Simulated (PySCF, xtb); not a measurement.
AlBr2, SMILES [Br][Al+][Br], charge +1.

xtb with GFN2-xTB at its own geometry gives an orbital gap of 3.24 eV.

Geometry: B3LYP-D3(BJ)/def2-TZVP. The spin state was assumed, not searched. The isomer is the one that the SMILES or the coordinates give; other isomers of the formula were not compared.

Question: What does ωB97X/def2-TZVPD (PySCF) give? (An estimate is asked for; the answer gives what the named calculation found.)

Answer: gap 10.70 eV (levels -17.03 and -6.32 eV).
